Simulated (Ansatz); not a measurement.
Name a neutral molecule of C, F, Ge, O and H with zero-point energy (PBE0-D4/def2-TZVP) between 85 and 101 kJ/mol and HOMO–LUMO gap (ωB97M-V/def2-TZVPP) between 10.30 and 10.60 eV (Ansatz, PBE0-D4/def2-TZVP geometry).

`[F][Ge]1([F])[CH2][O]1` (91.4 kJ/mol, 10.56 eV). Other molecules can fit too; these were computed, each in one conformer that needn't be the lowest.
